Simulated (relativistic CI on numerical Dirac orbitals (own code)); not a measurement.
# Electric-dipole lines of Ta XXXVI

Calculated at this level of theory: Dirac-Coulomb-Breit CI, KLI orbitals optimised for each configuration, QED by a radiative potential, unscaled Slater integrals (own radial code, finite nucleus).

CI space (outside the closed core [Ar] 3d10): 4s²4p⁶4d², 4s²4p⁶4d4f, 4s²4p⁵4d³, 4s4p⁶4d³, 4s²4p⁵4d²4f, 4s4p⁶4d²4f, 4s²4p⁶4d5s, 4s²4p⁶4f5s, 4s²4p⁶4d5p, 4s²4p⁶4f², 4s²4p⁵4f³, 4s4p⁶4f³, 4s²4p⁶4f5p, 4s²4p⁵4f²5p, 4s4p⁶4f²5p. Double excitations out of closed p, d and f shells are left out; levels of such configurations are missing from the list, as are those of other unlisted configurations, and high levels can miss mixing partners.

```tsv
λ vac (nm)	Lower	Upper	A (s⁻¹)	E lower (cm⁻¹)	E upper (cm⁻¹)
4.5069	4s²4p⁶4d² ³F2 [1]	4s²4p⁵4d³ ³D°1 [116]	1.16e+12	0	2218819
4.5508	4s²4p⁶4d² ³F2 [1]	4s²4p⁵4d³ ³D°1 [111]	1.62e+12	0	2197413
4.5510	4s²4p⁶4d² ³F3 [3]	4s²4p⁵4d³ ³D°2 [125]	1.12e+12	129131	2326427
4.5614	4s²4p⁶4d² ³F3 [3]	4s²4p⁵4d³ ³F°3 [124]	6.20e+11	129131	2321445
4.5716	4s²4p⁶4d² ³F3 [3]	4s²4p⁵4d³ ³F°4 [123]	4.55e+11	129131	2316537
4.6047	4s²4p⁶4d² ³P2 [4]	4s²4p⁵4d³ ³S°1 [126]	2.80e+12	160919	2332626
4.6236	4s²4p⁶4d² ¹G4 [5]	4s²4p⁵4d³ ³F°4 [127]	1.10e+12	170454	2333291
4.6285	4s²4p⁶4d² ³P2 [4]	4s²4p⁵4d³ ³F°3 [124]	1.29e+12	160919	2321445
4.6399	4s²4p⁶4d² ³P1 [6]	4s²4p⁵4d³ ³D°2 [125]	2.05e+12	171193	2326427
4.6490	4s²4p⁶4d² ¹G4 [5]	4s²4p⁵4d³ ³F°3 [124]	1.65e+12	170454	2321445
4.6597	4s²4p⁶4d² ¹G4 [5]	4s²4p⁵4d³ ³F°4 [123]	2.15e+12	170454	2316537
4.6608	4s²4p⁶4d² ³F4 [7]	4s²4p⁵4d³ ³D°3 [136]	6.96e+11	285688	2431231
4.6672	4s²4p⁶4d² ³P2 [8]	4s²4p⁵4d³ ¹D°2 [138]	1.74e+12	307485	2450107
4.6681	4s²4p⁶4d² ³F3 [3]	4s²4p⁵4d³ ³G°3 [121]	5.62e+11	129131	2271321
4.7087	4s²4p⁶4d² ³P2 [8]	4s²4p⁵4d³ ³D°3 [136]	1.47e+12	307485	2431231
4.7130	4s²4p⁶4d² ³F4 [7]	4s²4p⁵4d³ ³D°3 [134]	1.91e+12	285688	2407477
4.7181	4s²4p⁶4d² ³F4 [7]	4s²4p⁵4d³ ³G°5 [133]	2.52e+12	285688	2405177
4.7193	4s²4p⁶4d² ³F4 [7]	4s²4p⁵4d³ ³F°4 [131]	3.01e+12	285688	2404625
4.7202	4s²4p⁶4d² ¹S0 [9]	4s²4p⁵4d³ ¹P°1 [139]	2.64e+12	391980	2510520
4.7203	4s²4p⁶4d² ³F3 [3]	4s²4p⁵4d³ ³D°2 [119]	1.73e+12	129131	2247624
4.7223	4s²4p⁶4d² ³P2 [8]	4s²4p⁵4d³ ¹P°1 [135]	2.98e+12	307485	2425086
4.7599	4s²4p⁶4d² ¹G4 [5]	4s²4p⁵4d³ ³G°3 [121]	8.57e+11	170454	2271321
4.7619	4s²4p⁶4d² ³P2 [8]	4s²4p⁵4d³ ³D°3 [134]	7.76e+11	307485	2407477
4.8413	4s²4p⁶4d² ³F2 [1]	4s²4p⁵4d³ ³F°2 [102]	2.60e+12	0	2065547
5.0013	4s²4p⁶4d² ³F3 [3]	4s²4p⁵4d³ ³G°4 [104]	1.20e+12	129131	2128618
5.0307	4s²4p⁶4d² ³F3 [3]	4s²4p⁵4d³ ⁵G°3 [103]	1.08e+12	129131	2116927
5.0483	4s²4p⁶4d² ¹G4 [5]	4s²4p⁵4d³ ¹H°5 [108]	1.59e+12	170454	2151313
5.0811	4s²4p⁶4d² ³P2 [4]	4s²4p⁵4d³ ³D°2 [105]	1.22e+12	160919	2128988
5.0925	4s²4p⁶4d² ³P1 [6]	4s²4p⁵4d³ ³D°1 [106]	1.38e+12	171193	2134883
5.1125	4s²4p⁶4d² ³P2 [4]	4s²4p⁵4d³ ⁵G°3 [103]	7.28e+11	160919	2116927
5.3877	4s²4p⁶4d² ³F2 [1]	4s²4p⁶4d4f ³G°3 [87]	2.42e+12	0	1856073
5.5507	4s²4p⁶4d² ³P0 [2]	4s²4p⁶4d4f ³D°1 [88]	1.30e+12	67434	1869002
5.6213	4s²4p⁶4d² ³F3 [3]	4s²4p⁶4d4f ³G°4 [94]	7.60e+11	129131	1908088
5.7385	4s²4p⁶4d² ³P2 [4]	4s²4p⁶4d4f ³D°3 [92]	4.89e+11	160919	1903520
5.7504	4s²4p⁶4d² ¹G4 [5]	4s²4p⁶4d4f ³G°5 [95]	5.80e+11	170454	1909451
5.7550	4s²4p⁶4d² ¹G4 [5]	4s²4p⁶4d4f ³G°4 [94]	3.05e+11	170454	1908088
5.7782	4s²4p⁵4d³ ⁵F°2 [10]	4s²4p⁵4d²4f ³F3 [188]	6.07e+11	1234883	2965532
5.9416	4s²4p⁶4d² ³F2 [1]	4s²4p⁵4d³ ³D°2 [70]	3.47e+11	0	1683046
5.9867	4s²4p⁶4d² ³F4 [7]	4s²4p⁶4d4f ¹H°5 [100]	3.32e+11	285688	1956050
6.0316	4s²4p⁶4d² ³F3 [3]	4s²4p⁵4d³ ¹F°3 [82]	3.34e+11	129131	1787067
6.1112	4s²4p⁶4d² ³P2 [8]	4s²4p⁶4d4f ¹F°3 [99]	5.69e+11	307485	1943835
6.1858	4s²4p⁶4d² ¹G4 [5]	4s²4p⁵4d³ ¹F°3 [82]	4.02e+11	170454	1787067
6.1878	4s²4p⁶4d² ³F4 [7]	4s²4p⁶4d4f ³F°4 [91]	6.03e+11	285688	1901760
6.2676	4s²4p⁶4d² ³F4 [7]	4s²4p⁵4d³ ³D°3 [89]	6.48e+11	285688	1881182
6.3865	4s²4p⁶4d² ¹G4 [5]	4s²4p⁶4d4f ¹G°4 [78]	2.56e+11	170454	1736246
```

Terms are leading LS components. Brackets give the number of a level in order of energy, since labels repeat. The list gives strong lines, with weight on those to low levels, without lines whose two gauges differ by over a factor of 2.5, among the lowest 200 of 1718 levels, so that lines to higher ones, which can be the strongest, are missing. Levels whose partners in the same complex of configurations lie outside the list can be far off, and so can their lines. Rates are taken at the computed energies, electric ones in the length gauge.

At this charge energies of transitions that change n are usually good to better than 1 %, and those within a shell (Δn = 0) to a few per cent. Terms inside the open d or f shell come out 10 to 20 % too wide with unscaled integrals.

LS names give the leading component of a level, which can be under half, so a name can repeat, a term be missing and a line seem to break the LS rules.
